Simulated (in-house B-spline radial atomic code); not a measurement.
A fraction x of an electron is removed from 2p in O⁺, starting from [He] 2s2 2p3 and keeping the highest spin. Computed with an all-electron radial atomic-structure program (B-spline basis): scalar-relativistic (X2C) LDA PW92, spin-polarised, spherical fractional occupations, Fermi nucleus of rms radius 2.6991 fm.

```tsv
x	E(x) - E(0) (eV)	2p up level (eV)
0	0.0000	-26.429
0.06	1.6170	-27.472
0.14	3.8709	-28.879
0.25	7.1554	-30.845
0.43	13.0022	-34.135
0.5	15.4372	-35.440
0.52	16.1498	-35.815
0.63	20.2036	-37.897
0.77	25.6975	-40.595
0.89	30.7097	-42.948
1	35.5540	-45.137
```

The exact functional would give a straight line between the two integer points. Deviations E(x) - E(0) - x[E(1) - E(0)], in eV: -0.516 at x = 0.06, -1.107 at x = 0.14, -1.733 at x = 0.25, -2.286 at x = 0.43, -2.34 at x = 0.5, -2.338 at x = 0.52, -2.195 at x = 0.63, -1.679 at x = 0.77, -0.933 at x = 0.89.

The curve lies below the straight line by up to 2.34 eV (at x = 0.5): convex, the delocalisation error that favours fractional charges.

Q: How well does Slater's transition state (minus the level at half occupation) give the ionisation energy?

A: It gives 35.440 eV against 35.554 eV from the two total energies; NIST lists 35.12 eV, ground level to ground level.
